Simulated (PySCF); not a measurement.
Isomers of C6H7F3O2, one GFN2-xTB conformer each. Single-point energies are computed at PBE0/pcSseg-1 (PySCF, gas phase, no added dispersion term), electronic only.

Question: Rank them by PBE0/pcSseg-1 energy, lowest first (kcal/mol).
A. `FC(F)(F)[C@H]1OCC12COC2`
B. `[CH3:1][C@H:2]1[O:3][CH2:4][CH:5]=[C:6]1[O:7][C:8]([F:9])([F:10])[F:11]` with C5–C6–O7–C8 2°
C. `[CH2:1]=[C:2]([CH3:3])[O:4]/[CH:5]=[CH:6]/[O:7][C:8]([F:9])([F:10])[F:11]` with C1–C2–O4–C5 23°, C2–O4–C5–C6 -158°, C5–C6–O7–C8 -2°
D. `[CH2:1]=[CH:2][C:3](=[O:4])[O:5][C@H:6]([CH3:7])[C:8]([F:9])([F:10])[F:11]` with C1–C2–C3–O4 -1°, C2–C3–O5–C6 -178°, C3–O5–C6–C7 -130°
E. `[O:1]=[C:2]1[CH2:3][CH2:4][O:5][C@H:6]1[CH2:7][C:8]([F:9])([F:10])[F:11]` with O5–C6–C7–C8 -76°, O1–C2–C3–C4 -172°, C2–C3–C4–O5 -26°, C3–C4–O5–C6 35°, C4–O5–C6–C7 -151°

Answer: D (0.0), E (0.3), B (18.1), C (36.9), A (46.9).

As drawn, the lowest has a C=O bond, a C(=O)–O unit and a C=C bond outside aromatic rings, which the highest lacks; the highest has a four-membered ring and a quaternary carbon, which the lowest lacks. Neighbours under 2.5 kcal/mol apart (C=CC(=O)O[C@H](C)C(F)(F)F and O=C1CCO[C@H]1CC(F)(F)F) can change places with a better method, another conformer or zero-point energy. GFN2-xTB itself gives, in the same order: 11.3, 0.0, 0.4, 21.1, 29.7. GFN2-xTB puts O=C1CCO[C@H]1CC(F)(F)F lowest instead; measured from each level's own lowest isomer, the values differ by up to 17.7 kcal/mol (C[C@H]1OCC=C1OC(F)(F)F: 0.4 against 18.1).

Q: Which frontier levels, dipoles and rotational constants go with these structures?

A: 
```csv
SMILES,"HOMO (eV, PBE0/pcSseg-1)",LUMO (eV),dipole (D),"A, B, C (MHz)"
C=CC(=O)O[C@H](C)C(F)(F)F,-8.56,-1.70,2.64,"2143, 625.7, 592.5"
O=C1CCO[C@H]1CC(F)(F)F,-7.58,-1.16,3.48,"2129, 668.5, 570.2"
C[C@H]1OCC=C1OC(F)(F)F,-7.15,0.07,1.04,"2223, 710.3, 616.4"
C=C(C)O/C=C/OC(F)(F)F,-6.76,-0.12,2.60,"2907, 476.4, 449.8"
FC(F)(F)[C@H]1OCC12COC2,-7.62,0.77,1.95,"1875, 905.1, 755.3"
```
